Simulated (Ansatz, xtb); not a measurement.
## C2H5BOS: which of two isomers lies lower

Structure I: `B[C@@H]1O[C@H]1S`, a singlet. Structure II: `B[C@@H]1O[C@@H]1S`, a singlet. Both are isolated molecules in the gas phase, relaxed with B3LYP-D3(BJ)/def2-SVP; the shapes shown needn't be the lowest conformers.

I (Å):

```xyz
10

C     0.1533   -1.5876    1.1956
C     0.9762   -0.7940    0.2046
B     0.4436   -1.3237    2.6849
O     1.2107   -2.1415    0.3610
S     0.2794   -0.3114   -1.3981
H     1.5791   -1.3608    3.0864
H    -0.4550   -1.0073    3.4240
H    -0.8495   -1.8282    0.8226
H     1.7628   -0.1168    0.5659
H     0.1863    1.0052   -1.0983
```

II (Å):

```yaml
atoms:
  - { symbol: C, position_ang: [0.5671, -1.2118, 0.1373] }
  - { symbol: C, position_ang: [0.0311, -0.0478, 0.8946] }
  - { symbol: B, position_ang: [1.1402, -2.4416, 0.9023] }
  - { symbol: O, position_ang: [1.2540, 0.0566, 0.2375] }
  - { symbol: S, position_ang: [-0.0164, -0.1634, 2.7026] }
  - { symbol: H, position_ang: [0.4778, -3.4497, 0.9411] }
  - { symbol: H, position_ang: [2.2258, -2.4053, 1.4158] }
  - { symbol: H, position_ang: [0.0799, -1.3762, -0.8369] }
  - { symbol: H, position_ang: [-0.7875, 0.5439, 0.4626] }
  - { symbol: H, position_ang: [0.2709, 1.1392, 2.9375] }
```

Quicker runs give these differences E(II) − E(I): GFN2-xTB −0.010 eV; HF/STO-3G −0.006 eV (at GFN2-xTB geometries); r2SCAN-D4/def2-SVP −0.032 eV (at GFN2-xTB geometries).

Question: Estimate E(II) − E(I) at the level CCSD(T)/def2-SVP + ΔMP2/def2-TZVPP.

Answer: Too close to call at this level: CCSD(T)/def2-SVP + ΔMP2/def2-TZVPP gives E(II) − E(I) = −0.001 eV.

The same difference at several levels:

```tsv
level	geometry	E(II) − E(I) (eV)	departure from the last row (eV)	job, with rough time for the two
GFN2-xTB	GFN2-xTB	−0.010	−0.009	optimisation, 0.12 s
HF/STO-3G	GFN2-xTB	−0.006	−0.005	single point, 0.28 s
r2SCAN-D4/def2-SVP	GFN2-xTB	−0.032	−0.031	single point, 4 s
B3LYP-D3(BJ)/def2-SVP	B3LYP-D3(BJ)/def2-SVP	−0.015	−0.014	optimisation, 56 s
HF/def2-SVP	B3LYP-D3(BJ)/def2-SVP	−0.037	−0.036	part of the CCSD(T) run
MP2/def2-SVP	B3LYP-D3(BJ)/def2-SVP	−0.030	−0.030	part of the CCSD(T) run
CCSD(T)/def2-SVP	B3LYP-D3(BJ)/def2-SVP	−0.029	−0.029	single point
CCSD(T)/def2-SVP + ΔMP2/def2-TZVPP	B3LYP-D3(BJ)/def2-SVP	−0.001		single point, 28 s
```

As drawn, both hold the same kinds of bond in the same numbers.

The largest departure from CCSD(T)/def2-SVP + ΔMP2/def2-TZVPP is that of HF/def2-SVP, 0.036 eV. The last row adds to CCSD(T) the change of the MP2 difference between the two basis sets, here +0.029 eV.

With harmonic frequencies from B3LYP-D3(BJ)/def2-SVP (ideal gas, rigid rotor, one conformer each, 298.15 K, 1 atm): on the last row, ΔE + ΔZPE = −0.011 eV. A mode under 50 cm⁻¹ makes harmonic enthalpies and free energies unreliable, so none is given.

The correlated steps freeze 9 core orbitals. Programs: Ansatz 0.2.0, xtb 6.7.1; the last row on 2 threads of Arm Neoverse V2 on a shared host.
